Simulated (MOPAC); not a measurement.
Job for MOPAC: PM6 on ClH2NSn (SMILES [NH2][Sn][Cl]), a point of a torsion scan.

```
PM6 1SCF PRECISE CHARGE=0 THREADS=1
ClH2NSn

N     -0.80637216 1    -0.04388582 1    -0.03085354 1
Sn     1.02017853 1    -0.83802594 1    -0.52305386 1
Cl     0.63550397 1    -2.96539537 1     0.44664241 1
H     -1.14252371 1     0.88697550 1    -0.23639627 1
H     -1.54245883 1    -0.52428163 1     0.46984008 1
```

It printed:

```
*******************************************************************************
 **                                                                           **
 **                              MOPAC v23.2.5                                **
 **                                                                           **
 *******************************************************************************
 ** MOPAC's Digital Object Identifier: https://doi.org/10.5281/zenodo.6511958 **
 **                                                                           **
 ** Please cite the open-source release paper for use of this MOPAC version:  **
 ** J. E. Moussa and J. J. P. Stewart (2026)                                  **
 ** MOPAC: An open-source semiempirical molecular orbital program             **
 ** J. Open Source Softw., 11(119), 8025, https://doi.org/10.21105/joss.08025 **
 *******************************************************************************

                              PM6 CALCULATION RESULTS

 *******************************************************************************
 *  PM6        - The PM6 Hamiltonian to be used
 *
 *
 *
 *                 CHARGE ON SYSTEM = 0
 *
 *
 *
 *  PRECISE    - TIGHTER CRITERIA TO BE USED
 *  1SCF       - DO 1 SCF AND THEN STOP
 *  THREADS=1  - MULTI-THREADING NOT USED
 *  T=         - A TIME OF 172800.0 SECONDS REQUESTED
 *  DUMP=N     - RESTART FILE WRITTEN EVERY 7200.0 SECONDS REQUESTED
 *******************************************************************************
PM6 1SCF PRECISE CHARGE=0 THREADS=1
 ClH2NSn

   ATOM   CHEMICAL          X               Y               Z
  NUMBER   SYMBOL      (ANGSTROMS)     (ANGSTROMS)     (ANGSTROMS)

     1       N         -0.80637216  *  -0.04388582  *  -0.03085354  *
     2      Sn          1.02017853  *  -0.83802594  *  -0.52305386  *
     3      Cl          0.63550397  *  -2.96539537  *   0.44664241  *
     4       H         -1.14252371  *   0.88697550  *  -0.23639627  *
     5       H         -1.54245883  *  -0.52428163  *   0.46984008  *



          CARTESIAN COORDINATES

    NO.       ATOM           X           Y           Z

     1         N         -0.8064     -0.0439     -0.0309
     2        Sn          1.0202     -0.8380     -0.5231
     3        Cl          0.6355     -2.9654      0.4466
     4         H         -1.1425      0.8870     -0.2364
     5         H         -1.5425     -0.5243      0.4698

 General Reference for PM6:
 "Optimization of Parameters for Semiempirical Methods V: Modification of NDDO Approximations
 and Application to 70 Elements", J. J. P. Stewart, J. Mol. Mod., 13, 1173-1213 (2007)
 URL: https://link.springer.com/article/10.1007/s00894-007-0233-4

           Empirical Formula: H2 N Sn Cl  =     5 atoms



      MOLECULAR POINT GROUP   :   Cs


      RHF CALCULATION, NO. OF DOUBLY OCCUPIED LEVELS = 9


 -------------------------------------------------------------------------------
 PM6 1SCF PRECISE CHARGE=0 THREADS=1
 ClH2NSn



     1SCF WAS SPECIFIED, SO BFGS WAS NOT USED
     SCF FIELD WAS ACHIEVED


                              PM6 CALCULATION
                                                       MOPAC v23.2.5 Linux




          FINAL HEAT OF FORMATION =         -6.88024 KCAL/MOL =     -28.78694 KJ/MOL


          COSMO AREA              =        115.25 SQUARE ANGSTROMS
          COSMO VOLUME            =        105.77 CUBIC ANGSTROMS

          IONIZATION POTENTIAL    =          9.058806 EV
          HOMO LUMO ENERGIES (EV) =         -9.059 -0.757
          NO. OF FILLED LEVELS    =          9
          MOLECULAR WEIGHT        =        170.1655         POINT GROUP:  Cs

          MOLECULAR DIMENSIONS (Angstroms)

            Atom       Atom       Distance
            H     4   Cl     3     4.29752
           Sn     2    H     5     2.50005
            H     5    N     1     0.00013


          SCF CALCULATIONS        =          1





   ATOM   CHEMICAL          X               Y               Z
  NUMBER   SYMBOL      (ANGSTROMS)     (ANGSTROMS)     (ANGSTROMS)

     1       N         -0.80637216  *  -0.04388582  *  -0.03085354  *
     2      Sn          1.02017853  *  -0.83802594  *  -0.52305386  *
     3      Cl          0.63550397  *  -2.96539537  *   0.44664241  *
     4       H         -1.14252371  *   0.88697550  *  -0.23639627  *
     5       H         -1.54245883  *  -0.52428163  *   0.46984008  *

                             CARTESIAN COORDINATES

   1    N       -0.806372160    -0.043885820    -0.030853540
   2   Sn        1.020178530    -0.838025940    -0.523053860
   3   Cl        0.635503970    -2.965395370     0.446642410
   4    H       -1.142523710     0.886975500    -0.236396270
   5    H       -1.542458830    -0.524281630     0.469840080


           Empirical Formula: H2 N Sn Cl  =     5 atoms



      MOLECULAR POINT GROUP   :   Cs


                  EIGENVALUES
 -29.51517 -26.23201 -16.35675 -15.83651 -13.05571 -11.13620 -10.97731  -9.71597
  -9.05881  -0.75652   0.40487   1.12781   5.92070   6.94496  92.77218  92.91991
  92.98086  93.54323  93.54626


              NET ATOMIC CHARGES AND DIPOLE CONTRIBUTIONS

  ATOM NO.   TYPE          CHARGE      No. of ELECS.   s-Pop       p-Pop       d-Pop
    1          N          -0.807227        5.8072     1.55851     4.24871
    2         Sn           0.780027        3.2200     1.84690     1.37307
    3         Cl          -0.458870        7.4589     1.99652     5.46071     0.00164
    4          H           0.243043        0.7570     0.75696
    5          H           0.243028        0.7570     0.75697
 DIPOLE           X         Y         Z       TOTAL
 POINT-CHG.     2.414     3.990    -2.552     5.316
 HYBRID        -2.974    -0.795     1.590     3.464
 SUM           -0.560     3.195    -0.962     3.384


          ATOMIC ORBITAL ELECTRON POPULATIONS

     Atom    s        px        py        pz      x^2-y^2     xz        z^2       yz        xy
    1  N   1.55851   1.32775   1.26604   1.65493
    2 Sn   1.84690   0.57468   0.44938   0.34902
    3 Cl   1.99652   1.96600   1.61024   1.88447   0.00054   0.00006   0.00017   0.00051   0.00036
    4  H   0.75696
    5  H   0.75697

 **********************
 *                    *
 * JOB ENDED NORMALLY *
 *                    *
 **********************




 == MOPAC DONE ==
```

The run finished.

Cost: roughly 0.020 core-seconds.
